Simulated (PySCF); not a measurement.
ethyl methoxyacetate, C$_{5}$H$_{10}$O$_{3}$

Molfile (atoms numbered from 1):
```
C5H10O3
     RDKit          3D

 18 17  0  0  0  0  0  0  0  0999 V2000
    3.2520   -0.0213    0.6401 C   0  0  0  0  0  0  0  0  0  0  0  0
    1.9971   -0.6824    0.1333 C   0  0  0  0  0  0  0  0  0  0  0  0
    0.8816    0.1036    0.5521 O   0  0  0  0  0  0  0  0  0  0  0  0
   -0.3276   -0.3456    0.2025 C   0  0  0  0  0  0  0  0  0  0  0  0
   -0.5182   -1.3468   -0.4328 O   0  0  0  0  0  0  0  0  0  0  0  0
   -1.4026    0.5894    0.7282 C   0  0  0  0  0  0  0  0  0  0  0  0
   -2.6895    0.1911    0.4301 O   0  0  0  0  0  0  0  0  0  0  0  0
   -3.0542    0.3521   -0.9132 C   0  0  0  0  0  0  0  0  0  0  0  0
    4.1343   -0.6020    0.3335 H   0  0  0  0  0  0  0  0  0  0  0  0
    3.3507    0.9971    0.2361 H   0  0  0  0  0  0  0  0  0  0  0  0
    3.2459    0.0442    1.7381 H   0  0  0  0  0  0  0  0  0  0  0  0
    1.9856   -0.7603   -0.9661 H   0  0  0  0  0  0  0  0  0  0  0  0
    1.8810   -1.7060    0.5246 H   0  0  0  0  0  0  0  0  0  0  0  0
   -1.1695    1.6111    0.3603 H   0  0  0  0  0  0  0  0  0  0  0  0
   -1.2974    0.6229    1.8248 H   0  0  0  0  0  0  0  0  0  0  0  0
   -2.9548    1.4084   -1.2341 H   0  0  0  0  0  0  0  0  0  0  0  0
   -4.1100    0.0612   -1.0015 H   0  0  0  0  0  0  0  0  0  0  0  0
   -2.4544   -0.2846   -1.5845 H   0  0  0  0  0  0  0  0  0  0  0  0
  1  2  1  0
  2  3  1  0
  3  4  1  0
  4  5  2  0
  4  6  1  0
  6  7  1  0
  7  8  1  0
  1  9  1  0
  1 10  1  0
  1 11  1  0
  2 12  1  0
  2 13  1  0
  6 14  1  0
  6 15  1  0
  8 16  1  0
  8 17  1  0
  8 18  1  0
M  END
```

Method: quadratic response CAM-B3LYP/aug-cc-pVDZ first hyperpolarisability, Taylor convention, gas phase in PySCF 2.14.0. Geometry: PBE0-D3(BJ)/def2-SVP.

Q: Give the tensor of the static β(0;0,0) in the axes of these coordinates.

A: In au, Taylor convention; rows are the first index (the induced dipole):
```csv
,xx,yy,zz,xy,xz,yz
x,-31.0,-28.6,-12.7,+14.4,+29.8,-12.8
y,+14.4,-78.7,-20.0,-28.6,-12.8,+15.0
z,+29.8,+15.0,+17.6,-12.8,-12.7,-20.0
```
Norm of βᵢ = ⅓ Σⱼ (βᵢⱼⱼ + βⱼᵢⱼ + βⱼⱼᵢ): 127.4 au, hyper-Rayleigh value 53.0 au.
